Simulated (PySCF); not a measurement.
**Trend along the second period: MO molecules**

PBE with triple-zeta basis sets in PySCF, for the lowest determinant that a PBE0 search found; no spin–orbit coupling. De refers to high-spin ground-configuration atoms. A positive dipole means M(−)O(+).

```
 M         basis  state (unpaired electrons)  Re (Å)  ωe (cm⁻¹)  De (eV)  μ (D)
Li  x2c-TZVPPall               doublet (π ↑)   1.700        798     3.71  -6.25
Be  x2c-TZVPPall      singlet (closed shell)   1.346       1455     5.08  -5.70
 B  x2c-TZVPPall               doublet (σ ↑)   1.214       1843     8.97  -2.15
 C    def2-TZVPP      singlet (closed shell)   1.136       2130    11.66   0.21
 N    def2-TZVPP               doublet (π ↑)   1.158       1892     7.46   0.21
 O    def2-TZVPP              triplet (π ↑↑)   1.219       1556     6.25    n/a
 F  x2c-TZVPPall               doublet (π ↑)   1.360       1088     3.13  -0.18
```

The shortest bond is that of CO (1.136 Å), the longest that of LiO (1.700 Å). CO is bound most strongly (11.66 eV) and OF least (3.13 eV).

The rows differ in basis set, which adds steps of its own.

The state changes along the series, so neighbouring rows are not always alike in their bonding.

States were picked by a PBE0 search and need not be the measured ground states.
